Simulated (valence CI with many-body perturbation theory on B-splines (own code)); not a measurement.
Assign the levels of Cr¹⁷⁺

Computed by valence CI with perturbative core correlation (CI+MBPT): five valence electrons over a frozen Dirac-Fock core [He], radial functions for each j: 9 s, 9 p, 8 d, 6 f, 3 g, 1 h, with the one-electron correlation potential Σ1 (screened to all orders), the two-electron term Σ2, the three-electron term Σ3, Breit, model QED; selected single and double excitations, second order for the rest (own B-spline code, finite nucleus).

No measured levels were compared; by estimate levels of excited configurations hold to 0.05 to 0.15 % of their energy, terms of the ground configuration to about 0.5 %. Among the levels kept, up to 2000 cm⁻¹ of a level comes from second order outside the variational space, and about a tenth of that is noise between levels of different J, which matters for small intervals.

```
No.    J  Parity  E (cm⁻¹)      g
  1  3/2     odd         0  1.948
  2  3/2     odd    126410  0.935
  3  5/2     odd    151160  1.197
  4  1/2     odd    226690  0.662
  5  3/2     odd    265030  1.244
  6  5/2    even    667570  1.590
  7  3/2    even    714620  1.725
  8  1/2    even    732270  2.647
  9  3/2    even    923380  0.820
 10  5/2    even    931830  1.205
 11  1/2    even   1062900  1.749
 12  3/2    even   1104300  1.314
 13  1/2    even   1171200  0.933
 14  3/2     odd   1739400  1.331
```

Energies count from the lowest level. Strongly mixed levels and levels close to another of their J and parity are left out, so the numbers can have gaps.

Give configuration and LS term of each level.

1: 2s²2p³ ⁴S°; 2: 2s²2p³ ²D°; 3: 2s²2p³ ²D°; 4: 2s²2p³ ²P°; 5: 2s²2p³ ²P°; 6: 2s2p⁴ ⁴P; 7: 2s2p⁴ ⁴P; 8: 2s2p⁴ ⁴P; 9: 2s2p⁴ ²D; 10: 2s2p⁴ ²D; 11: 2s2p⁴ ²S; 12: 2s2p⁴ ²P; 13: 2s2p⁴ ²P; 14: 2p⁵ ²P°.
